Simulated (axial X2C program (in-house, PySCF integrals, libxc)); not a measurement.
What spin–orbit coupling does to ZrS⁺

All values were computed with an in-house all-electron X2C program for linear molecules (integrals from PySCF). Spin-free means the one-electron spin-free X2C Hamiltonian; two-component (2c) means X2C with spin–orbit coupling and atomic mean-field two-electron Coulomb and Gaunt terms, so the difference of the two also holds small scalar two-electron terms. Basis: Zr dyall-cv3z [11s12p9d6f3g], S dyall-av3z [9s8p3d2f] (cores contracted in-house); Gaussian nuclei, density fitting, unrestricted open shells. Masses: Zr 89.905 u, S 31.972 u.

Spin-free state: M_S = 1/2, Λ = 2 (beyond evenly filled blocks: δ+α); fragments Zr+ + S.

```tsv
level	Re (Å)	ωe (cm⁻¹)	De (eV)	μ (D)
PBE0	2.139	582.2	5.186	-6.29
PBEsol	2.147	563.9	6.063	-5.67
```

Dipoles are positive if S is the positive end and refer to the centre of mass.

Task: Within this multiplet, which Ω should lie lowest by the rule for regular and inverted multiplets?

Result: The open δ shell holds one electron, so the multiplet is regular: Ω = Λ − 1/2 = 3/2. The PBE0 2c search agrees, though Ω = 5/2 of the search lies only 0.09 eV higher.

Two-component determinant lowest at the distance of the search:

Ω = 3/2 (⟨Sz⟩ = -0.50, ⟨Lz⟩ = 2.00 at PBE0); fragments Zr+ + S.

```tsv
level	Re (Å)	ωe (cm⁻¹)	μ (D)
PBE0	2.139	582.0	-6.28
PBEsol	2.147	563.7	-5.67
```

Task: From the two tables, how do the constants change at the PBE0 level (2c against spin-free)?

Result: At the PBE0 level Re is unchanged within 0.001 Å and ωe stays the same within 0.2 cm⁻¹.

The state is one determinant whose occupation by symmetry is held fixed; it was picked as the lowest of a PBE0 search that is not exhaustive. Dissociation energies refer to the lowest single-determinant-based atoms at the same level and basis. De is not given where an atomic determinant may have missed its ground term or J level, or where the truncated virtual space spoils (T). Density functionals use the spin component along the axis (collinear). Other states lie close and PBE0, whose exact exchange favours high spin, may order them wrongly; the determinant shown need not be the ground state. The nearest other spin-free determinant of the search, M_S = 1/2, Λ = 0, lies 0.19 eV up at the distance of the search. The functionals have no current-density term, which raises determinants with orbital currents, atoms included. At some level and bond length an empty orbital lies below a filled one. The determinant is spin-polarised beyond a pure state at some levels (its spin-free form has ⟨S²⟩ too high), which makes Re and μ there less reliable.
